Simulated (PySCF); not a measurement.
Molfile (atoms numbered from 1):
```
C5H15GeNSi
     RDKit          3D

 23 23  0  0  0  0  0  0  0  0999 V2000
    2.7061   -0.9164   -0.1391 C   0  0  0  0  0  0  0  0  0  0  0  0
    2.3908   -0.0652    0.9787 N   0  0  0  0  0  0  0  0  0  0  0  0
    3.0146    1.2307    0.9082 C   0  0  0  0  0  0  0  0  0  0  0  0
    0.6733   -0.1537    1.6602 Ge  0  0  0  0  0  4  0  0  0  0  0  0
   -0.9928    0.7511    0.1879 Si  0  0  0  0  0  4  0  0  0  0  0  0
   -2.7164    0.4910    0.8700 C   0  0  0  0  0  0  0  0  0  0  0  0
   -3.9069    0.3573   -0.0492 C   0  0  0  0  0  0  0  0  0  0  0  0
   -3.4040   -0.8413    0.6851 C   0  0  0  0  0  0  0  0  0  0  0  0
    2.3719   -0.5145   -1.1212 H   0  0  0  0  0  0  0  0  0  0  0  0
    2.2473   -1.9097   -0.0131 H   0  0  0  0  0  0  0  0  0  0  0  0
    3.7992   -1.0687   -0.2093 H   0  0  0  0  0  0  0  0  0  0  0  0
    4.1146    1.1253    0.8634 H   0  0  0  0  0  0  0  0  0  0  0  0
    2.7114    1.8310    0.0219 H   0  0  0  0  0  0  0  0  0  0  0  0
    2.7815    1.8237    1.8065 H   0  0  0  0  0  0  0  0  0  0  0  0
    0.7081    0.6195    2.9962 H   0  0  0  0  0  0  0  0  0  0  0  0
    0.3968   -1.6490    1.9273 H   0  0  0  0  0  0  0  0  0  0  0  0
   -0.7189    2.2059   -0.0485 H   0  0  0  0  0  0  0  0  0  0  0  0
   -0.9088    0.0511   -1.1364 H   0  0  0  0  0  0  0  0  0  0  0  0
   -2.9167    0.9914    1.8246 H   0  0  0  0  0  0  0  0  0  0  0  0
   -4.8504    0.8049    0.2754 H   0  0  0  0  0  0  0  0  0  0  0  0
   -3.7373    0.4124   -1.1290 H   0  0  0  0  0  0  0  0  0  0  0  0
   -3.9984   -1.2284    1.5173 H   0  0  0  0  0  0  0  0  0  0  0  0
   -2.8860   -1.6179    0.1131 H   0  0  0  0  0  0  0  0  0  0  0  0
  1  2  1  0
  2  3  1  0
  2  4  1  0
  4  5  1  0
  5  6  1  0
  6  7  1  0
  7  8  1  0
  8  6  1  0
  1  9  1  0
  1 10  1  0
  1 11  1  0
  3 12  1  0
  3 13  1  0
  3 14  1  0
  4 15  1  0
  4 16  1  0
  5 17  1  0
  5 18  1  0
  6 19  1  0
  7 20  1  0
  7 21  1  0
  8 22  1  0
  8 23  1  0
M  END
```

Geometry: PBE0-D3(BJ)/def2-SVP; GIAO shifts from PySCF 2.14.0 with density-fitted response routines, gas phase, non-relativistic, averaged over equivalent atoms.

At PBE0/pcSseg-1 (242 basis functions, 52 s wall time on 1 thread of an Arm Neoverse V1, shared host):
```tsv
atoms	δ (ppm)
C1/C3	43.2
C7/C8	5.7
C6	-10.5
N2	12.9
Ge4	-108.1
Si5	-60.8
H15/H16	4.68
H17/H18	3.90
H9/H10/H11/H12/H13/H14	2.39
H20/H22	0.69
H21/H23	0.24
H19	-0.61
```

Scale: 13C (σref 184.41), 29Si (σref 351.99), 1H (σref 31.27) vs TMS; 15N (σref 265.67) vs NH3; GeMe4 for 73Ge (σref 1330.28) (reference shieldings calculated alike).

Problem. What do these become at KT3/pcSseg-1?

Solution. 
```json
{"atoms": "C1/C3", "δ at KT3/pcSseg-1": "43.4", "change": "+0.2"}
{"atoms": "C7/C8", "δ at KT3/pcSseg-1": "6.5", "change": "+0.8"}
{"atoms": "C6", "δ at KT3/pcSseg-1": "-8.6", "change": "+1.9"}
{"atoms": "N2", "δ at KT3/pcSseg-1": "25.8", "change": "+12.9"}
{"atoms": "Ge4", "δ at KT3/pcSseg-1": "-115.0", "change": "-6.9"}
{"atoms": "Si5", "δ at KT3/pcSseg-1": "-59.4", "change": "+1.4"}
{"atoms": "H15/H16", "δ at KT3/pcSseg-1": "4.56", "change": "-0.12"}
{"atoms": "H17/H18", "δ at KT3/pcSseg-1": "3.81", "change": "-0.09"}
{"atoms": "H9/H10/H11/H12/H13/H14", "δ at KT3/pcSseg-1": "2.47", "change": "+0.08"}
{"atoms": "H20/H22", "δ at KT3/pcSseg-1": "0.70", "change": "+0.01"}
{"atoms": "H21/H23", "δ at KT3/pcSseg-1": "0.22", "change": "-0.02"}
{"atoms": "H19", "δ at KT3/pcSseg-1": "-0.56", "change": "+0.05"}
```

References, each an isolated molecule treated in the same way: 13C (182.31 ppm), 29Si (365.51 ppm), 1H (31.32 ppm) vs TMS; 15N (262.01 ppm) against NH3; 73Ge (1320.18 ppm) vs GeMe4.

The largest change is at N2 (nitrogen bonded to 2 C, Ge). Cost: 242 basis functions, 67 s wall time on 1 thread of an Arm Neoverse V1, shared host. The order of the carbon signals is the same at both levels.

Relativistic effects, spin–orbit coupling among them, are left out; they matter for Ge and for the light atoms bonded to it. Experimental scales use liquid or dissolved standards, which lie at an offset from isolated NH3 (liquid NH3: subtract about 20 ppm).
